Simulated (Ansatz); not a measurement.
Compare A (`OCN[SiH2]F`) with its isomer B (`NC(F)[SiH2]O`).

Program: Ansatz. Geometries: PBE0-D4/def2-TZVP. ΔE: electronic, gas phase. CCSD(T)/CBS is the MP2 limit (def2-TZVPP, def2-QZVPP) plus CCSD(T) − MP2 in def2-TZVPP, frozen cores. Functionals use def2-TZVPP. One conformer a species, not always the lowest.

A:

Z-matrix (Å, degrees):
```
C
N 1 1.436
O 1 1.406 2 114.1
H 1 1.098 2 107.7 3 124.1
H 1 1.092 2 110.6 3 -118.0
Si 2 1.700 1 124.9 3 -97.5
H 2 1.009 1 113.3 3 64.6
H 3 0.962 1 108.2 2 58.5
F 6 1.607 2 113.3 1 73.0
H 6 1.480 2 108.6 1 -43.4
H 6 1.479 2 108.4 1 -168.5
```

B:

Z-matrix (Å, degrees):
```
C
F 1 1.431
Si 1 1.895 2 105.4
N 1 1.400 2 112.9 3 -123.2
H 1 1.094 2 105.0 3 117.8
O 3 1.645 1 106.8 2 164.0
H 3 1.486 1 109.9 2 43.2
H 3 1.491 1 107.7 2 -75.5
H 4 1.011 1 114.1 2 -63.6
H 4 1.010 1 113.8 2 64.5
H 6 0.957 3 118.4 1 -171.3
```

Task: Which is lower in electronic energy at CCSD(T)/CBS, and by how much? (Best estimate.)

Result: The calculation gave: A, by 30.5 kcal/mol.

Task: Give E(B) − E(A) in kcal/mol with MP2/def2-TZVPP, B2PLYP, PBE0-D4, CCSD/def2-TZVPP, HF/def2-TZVPP, r2SCAN-D4, CCSD(T)/def2-TZVPP. (An estimate is asked.)

Result: Ansatz gave: MP2/def2-TZVPP 31.7, B2PLYP 29.9, PBE0-D4 28.4, CCSD/def2-TZVPP 31.0, HF/def2-TZVPP 32.2, r2SCAN-D4 28.3, CCSD(T)/def2-TZVPP 30.6. None reverses the order clearly.

Largest T1 diagnostic: 0.012.

From PBE to PBE0 (25 % exact exchange), in def2-TZVPP and without D4, E(B) − E(A) moves by +1.8 kcal/mol.
